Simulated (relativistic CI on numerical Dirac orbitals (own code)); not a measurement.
One change at a time: Re LXIX

Base calculation: Dirac-Coulomb-Breit CI, orbitals from a KLI potential per configuration, QED by a radiative potential, unscaled Slater integrals.

CI space (outside the closed core 1s2): 2s2 2p3, 2s 2p4, 2p5, 2p4 3s, 2p4 3p, 2s2 2p2 3s, 2p4 3d, 2s2 2p2 3p, 2s2 2p2 3d, 2s 2p3 3s, 2s 2p3 3p, 2s 2p3 3d, 2s2 2p2 4s, 2s2 2p2 4p, 2s2 2p2 4d, 2s2 2p2 4f. Levels of other configurations are missing.

Variants: (1) P86 correlation estimate; (2) QED terms removed; (3) one mean potential for all configurations. Shifts of the energy above 2s2 2p3 2P°_3/2, in eV, for the lowest level and the first level of each name with at least 55 % of one term (blank where a level changes its place among those of its configuration and J or its character, or is not in the variant):

| Level | Base | Δ(1) | Δ(2) | Δ(3) |
| --- | --- | --- | --- | --- |
| 2s2 2p3 2P°_3/2 | 0.0 | 0.0 | 0.0 | 0.0 |
| 2s2 2p3 4S°_3/2 | 1478.5 | 0.0 | -1.4 | +0.1 |
| 2s2 2p3 2D°_5/2 | 1501.9 | 0.0 | -1.4 | +0.1 |
| 2s2 2p3 2P°_1/2 | 1555.9 | 0.0 | -1.4 | +0.1 |
| 2s 2p4 4P_5/2 | 1833.2 | +0.1 | +17.7 | +0.4 |
| 2s 2p4 2S_1/2 | 1942.3 | +0.1 | +17.8 | +0.3 |
| 2s 2p4 4P_3/2 | 3340.3 | +0.1 | +16.3 | +0.4 |
| 2s 2p4 2D_5/2 | 3382.2 | +0.1 | +16.4 | +0.4 |
| 2s 2p4 2P_1/2 | 3449.7 | +0.1 | +16.4 | +0.4 |
| 2s 2p4 2D_3/2 | 3457.9 | +0.1 | +16.4 | +0.4 |
| 2p5 2P°_3/2 | 3850.2 | +0.1 | +35.3 | +0.7 |
| 2p5 2P°_1/2 | 5359.7 | +0.1 | +34.2 | +0.6 |
| 2s2 2p2 3s 4P_3/2 | 10541.9 | +1.4 | -4.2 | -0.2 |
| 2s2 2p2 3s 2P_1/2 | 10552.6 | +1.4 | -4.3 | -0.1 |

At this charge energies of transitions that change n are usually good to better than 1 %, and those within a shell (Δn = 0) to a few per cent.

Ionisation energy from the two ground configurations alone: base 17120.9 eV. The NIST ASD value (theoretical) is 17120 eV.

LS names give the leading component of a level, which can be under half, so a name can repeat, a term be missing and a line seem to break the LS rules.
